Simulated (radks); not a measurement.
The numbers below are computed, except where a source is named.
Problem. The mean radii <r> (bohr) of the occupied orbitals of an atom or ion are listed with their occupations. Code: a radial shooting solver on a logarithmic mesh with Libxc functionals. Model: scalar-relativistic Kohn-Sham, BLYP, spin-unpolarised, spherical densities, point nucleus.

| orbital | occ. | <r> |
|---|---|---|
| 1s | 2 | 0.09097 |
| 2s | 2 | 0.4446 |
| 2p | 6 | 0.4070 |
| 3s | 2 | 1.533 |
| 3p | 5 | 1.849 |

Name the element and its charge.

Solution. Z = 17, chlorine, charge 0: Cl in [Ne] 3s2 3p5. The 1s radius gives Z: for a bare nucleus <r> = (2 gamma + 1)/(2Z) with gamma = sqrt(1 - (Z/c)^2), 0.08778 bohr for Z = 17, and screening makes it slightly larger (0.09097 here). The occupations add up to 17, and the charge is Z minus that.
